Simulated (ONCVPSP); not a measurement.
# Building the ONCV potential for Fe (PBE, fully relativistic).

iron (Fe), optimised norm-conserving Vanderbilt (ONCV), made with ONCVPSP 4.0.1 (PBE, fully relativistic). Core [Ne], reference 3s2 3p6 3d7 4s1. Waves: 3s+4s: rc 1.55 bohr, ncon 4, nbas 8, qcut 5.9 1/bohr, 2 projectors; 3p: rc 1.35 bohr, ncon 4, nbas 8, qcut 9.3 1/bohr, 2 projectors, debl 3.1 Ha; 3d: rc 1.55 bohr, ncon 4, nbas 8, qcut 11.6 1/bohr, 3 projectors, debl 1.9 Ha. Local part: polynomial inside 0.85 bohr (lpopt 5, dvloc0 0 Ha). Core correction: Teter function, fcfact 5, rcfact 1.65.

Open shells are filled in proportion to 2j + 1.

All-electron outer shells of the reference configuration (PBE, scalar-relativistic, ld1.x):

```csv
shell,level (eV),outermost node (bohr),outermost maximum (bohr)
2p,-693.47,–,0.18
3s,-89.48,0.33,0.70
3p,-55.64,0.30,0.72
4s,-4.25,1.01,2.53
3d,-3.81,–,0.73
```

Results:

- Cutoffs needed: 47 Ha and 53 Ha (the cutoffs (Ha) at which the residual kinetic energy of the hardest occupied pseudo-wave falls to 1 and 0.1 mHa per electron)
- Ghost test: no bound ghost flagged; no localised positive-energy state flagged
- Largest excitation error: +14 meV (all-electron minus pseudo) for 3s2 3p6 3d6 4s2, out of 4 test configurations
- rms error of d²Exc/dni dnj: 8.64 mHa without and 3.96 mHa with the model core

Generation and tests took about 6.6 s on one core of a shared server CPU.
